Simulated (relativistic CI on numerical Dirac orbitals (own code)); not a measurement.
# Hyperfine structure of Pr31+, mass number 141

Calculated at this level of theory: Dirac-Coulomb-Breit CI, orbitals from a KLI potential per configuration, QED by a radiative potential, unscaled Slater integrals (own radial code, finite nucleus).

CI space (outside the closed core [Ne]): 3s2 3p6 3d10, 3s2 3p6 3d9 4s, 3s2 3p6 3d9 4p, 3s2 3p6 3d9 4d, 3s2 3p6 3d9 4f, 3s2 3p5 3d10 4s, 3s2 3p5 3d10 4p, 3s2 3p6 3d8 4s2, 3s2 3p6 3d8 4s 4p, 3s2 3p6 3d9 5s, 3s2 3p5 3d10 4d, 3s2 3p6 3d8 4p2, 3s 3p6 3d10 4s, 3s2 3p6 3d9 5p, 3s2 3p6 3d8 4s 4d, 3s2 3p6 3d9 5d. Levels of other configurations are missing.

Nuclear spin I = 5/2, μ = 4.266 μN, Q = -0.0589 b (tables of Stone and Pyykkö). The electronic factors are computed for point nuclear moments, without core polarisation or the Bohr-Weisskopf and QED corrections.

| Level | E (eV) | A (GHz) | B (GHz) |
| --- | --- | --- | --- |
| 3s2 3p6 3d9 4s 3D_3 | 796.306 | 184.5 | 1.95 |
| 3s2 3p6 3d9 4s 1D_2 | 797.609 | -128.5 | 1.5 |
| 3s2 3p6 3d9 4s 3D_1 | 817.715 | -158.6 | 0.752 |
| 3s2 3p6 3d9 4s 3D_2 | 818.643 | 291.8 | 1.55 |
| 3s2 3p6 3d9 4p 3P°_2 | 859.303 | -18.29 | 1.24 |
| 3s2 3p6 3d9 4p 3F°_2 | 880.887 | 123.6 | 1.31 |
| 3s2 3p6 3d9 4p 3F°_4 | 889.890 | 33.03 | -0.917 |
| 3s2 3p6 3d9 4p 1D°_2 | 891.561 | 31.32 | 2.81 |

Levels with J = 0, under 50 % of one LS term, or S terms without an open s electron are left out. Small factors come from cancelling terms and can be off by tens of per cent or more.

At this charge energies of transitions that change n are usually good to better than 1 %, and those within a shell (Δn = 0) to a few per cent.

(1) Give the hyperfine levels of 3s2 3p6 3d9 4s 3D_3 relative to its centre of gravity.

Results:

(1) With K = F(F + 1) − I(I + 1) − J(J + 1), E = AK/2 + B[¾K(K + 1) − I(I + 1)J(J + 1)]/[2I(2I − 1)J(2J − 1)]: F = 1/2: -1844, F = 3/2: -1568, F = 5/2: -1107, F = 7/2: -461.9, F = 9/2: 368.5, F = 11/2: 1385 GHz.

LS names give the leading component of a level, which can be under half, so a name can repeat, a term be missing and a line seem to break the LS rules.
